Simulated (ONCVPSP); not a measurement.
**tin (Sn), ONCV: configuration errors across variants**

ONCVPSP 4.0.1 input, shortened (lines: element, Z, core and valence counts, functional; n l f; lmax; l rc ep ncon nbas qcut; lloc lpopt rc5 dvloc0; l nproj debl; icmod fcfact rcfact), revPBE, scalar-relativistic:

```
  Sn 50.00    9    2  -102130      upf
    1    0    2.00
    2    0    2.00
    2    1    6.00
    3    0    2.00
    3    1    6.00
    3    2   10.00
    4    0    2.00
    4    1    6.00
    4    2   10.00
    5    0    2.00
    5    1    1.00
    2
    0    2.05    0.00    4    7    3.20
    1    2.20    0.00    4    7    3.60
    2    2.10    0.14    3    7    5.40
    0    5    2.05    0.00
    0    0    1.80
    1    3    0.70
    2    2    0.90
    1    0.25    0.00
```

All-electron excitation energies from the reference (eV): (1) 5s2 5p2 -6.807; (2) 5s2 5p0 13.846; (3) 5s1 5p0 44.645; (4) 5s1 5p3 0.151.

2 further variants failed, have other tests or too few solved ones, and are left out.

A true bound ghost makes a file unfit for plane-wave use even where its test errors are small: the radial tests pick states by their node count and pass the ghost by.

Errors AE − PS in meV (a dash: test not solved or not reliable):

| change | (1) | (2) | (3) | (4) | bound ghosts | GHOST(+) flags above zero |
| --- | --- | --- | --- | --- | --- | --- |
| base | -6.6 | -31 | -257 | -5.9 | p, d | p |
| all radii but the core radius scaled by about 1.12 (s 2.30, p 2.46, d 2.36 bohr) | -6.4 | -30 | -261 | -8.3 | p, d | p |
| all radii but the core radius scaled by about 1.31 (s 2.70, p 2.88, d 2.76 bohr) | -5.4 | -27 | -283 | -16 | none | none |

Q: Give the same row for: all radii but the core radius scaled by about 1.23 (s 2.52, p 2.70, d 2.58 bohr).

A: -5.9, -29, -270, -12; bound ghosts: d; GHOST(+) flags above zero: none.
